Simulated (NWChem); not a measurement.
## Ionisation of CH3S

```
C
H 1 1.0895
H 1 1.0902 2 120.88
S 1 1.7219 2 121.85 3 169.31
H 4 1.3501 1 98.03 2 10.91
```
Charge 0, spin multiplicity 2.

All runs are NWChem calculations. The geometry was optimised at UPBE0/def2-SVP, a minimum by its harmonic frequencies. It is one conformer; others weren't searched.

Basis set: def2-TZVPD. The species with one electron less has spin multiplicity 1 and keeps the geometry of the parent. Δ marks differences of total energies (open shells unrestricted). −ε marks an orbital energy of the parent. That orbital need not have the symmetry of the hole or added electron in the Δ rows. That singlet is a closed-shell solution.

B3LYP has NWChem's definition, with VWN1-RPA local correlation. The structure started from a generated list of species. No SCF solution was tested for a lower state.

Question: For the first vertical ionisation energy, −ε(alpha HOMO) of LDA (SVWN5) gives 4.06 eV and −ε(alpha HOMO) of PBE gives 4.07 eV. What do ΔLDA (SVWN5), −ε(alpha HOMO) of B3LYP, G0W0@LDA (SVWN5) give?

Answer: ΔLDA (SVWN5): 7.71 eV; −ε(alpha HOMO) of B3LYP: 5.08 eV; G0W0@LDA (SVWN5): 6.96 eV.
